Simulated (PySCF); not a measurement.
A side-by-side comparison of computed properties.

First species: C₅H₆N₂S.
Cartesian coordinates in Å at the PBE0-D3(BJ)/def2-SVP level; atoms count from 1:
```
atom  x, y, z in Å
N1    -3.1833    0.1618   -1.2054
C2    -2.4923   -0.0163   -0.1486
C3    -1.0541    0.0048    0.0308
C4    -0.3430   -0.1912    1.1925
C5     1.0601   -0.1152    1.0319
C6     1.4263    0.1442   -0.2755
N7     2.6839    0.3355   -0.7829
S8     0.0372    0.2984   -1.3030
H9    -2.5711    0.3431   -2.0107
H10   -3.0421   -0.2188    0.7877
H11   -0.8369   -0.3911    2.1455
H12    1.7840   -0.2436    1.8374
H13    2.8146    0.1883   -1.7751
H14    3.4458   -0.0135   -0.2157
```

Second species: C2H2F6NP.
Z-matrix (Å and degrees, PBE0-D3(BJ)/def2-SVP geometry), rows numbered from 1:
```
N 
P   1  1.6750
C   2  1.8953  1   98.63
F   3  1.3359  2  113.59  1   -41.16
F   3  1.3327  2  108.73  1    78.18
F   3  1.3318  2  110.81  1  -162.92
C   2  1.8984  1  100.55  3   -98.13
F   7  1.3372  2  113.32  1    43.22
F   7  1.3301  2  111.73  1   165.45
F   7  1.3360  2  108.20  1   -75.43
H   1  1.0149  2  122.38  3    55.95
H   1  1.0108  2  119.06  3  -144.73
```

Levels: PBE0/def2-SVPD for dipole moment, HOMO energy, LUMO energy, HOMO–LUMO gap, static isotropic polarisability and electronic spatial extent ⟨r²⟩ about the centre of nuclear charge; TDDFT PBE0/def2-SVPD for lowest singlet excitation; TDA PBE0/def2-SVPD for lowest triplet excitation (Tamm–Dancoff); ΔSCF PBE0/def2-SVPD for vertical ionisation energy; PBE0-D3(BJ)/def2-SVP for rotational constant A and rotational constant C. Geometries: PBE0-D3(BJ)/def2-SVP. Each structure is a single optimised conformer of the isolated species, non-relativistic unless stated; the electronic structure was computed with PySCF and density fitting.

The conformers computed, where there is a choice (atom-mapped SMILES and torsion angles):
- `[H]/[N:1]=[CH:2]\[c:3]1[cH:4][cH:5][c:6]([NH2:7])[s:8]1`: N1–C2–C3–C4 180°, H–N7–C6–C5 159°, H–N7–C6–C5 20°
- `[NH2:1][P:2]([C:3]([F:4])([F:5])[F:6])[C:7]([F:8])([F:9])[F:10]`: N1–P2–C3–F4 -41°, N1–P2–C7–F8 43°, H–N1–P2–C3 56°, H–N1–P2–C3 -145°

Task: Which of the two has the higher S1 energy, and by how much?

Result: The second: 6.54 eV against 4.22 eV, a difference of 2.32 eV.

Task: Which of the two has the higher vertical ionisation energy, and by how much?

Result: The second: 10.59 eV against 7.76 eV, a difference of 2.83 eV.

Task: Which has the higher HOMO energy?

Result: The first: -6.03 eV against -8.49 eV, a difference of 2.46 eV.

Task: Which of the two has the higher LUMO energy, and by how much?

Result: The second: -0.47 eV against -1.32 eV, a difference of 0.85 eV.

Task: Which of the two has the higher dipole moment, and by how much?

Result: The first: 5.42 D against 2.83 D, a difference of 2.59 D.

Task: Which has the higher ⟨r²⟩?

Result: The second: 1414 bohr² against 1159 bohr², a difference of 255 bohr².

Task: Which of the two has the higher static isotropic polarisability, and by how much?

Result: The first: 99.8 au against 62.8 au, a difference of 37.0 au.

Task: Which of the two has the higher rotational constant C, and by how much?

Result: The first: 0.965 GHz against 0.800 GHz, a difference of 0.165 GHz.

On the first: The 10 singlets span 4.22 to 6.31 eV, and their oscillator strengths add up to 0.43. The vertical singlet–triplet gap S1 − T1 is 1.55 eV (TDDFT singlet less Tamm–Dancoff triplet; S1: HOMO→LUMO, weight 0.96; T1: HOMO→LUMO, weight 0.96).

On the second: The principal polarisabilities are 56.6, 65.7 and 66.1 au; their mean is the isotropic value. No computed singlet falls in the visible range (750 to 380 nm, 1.65 to 3.26 eV); S1 lies 3.28 eV above its blue end.
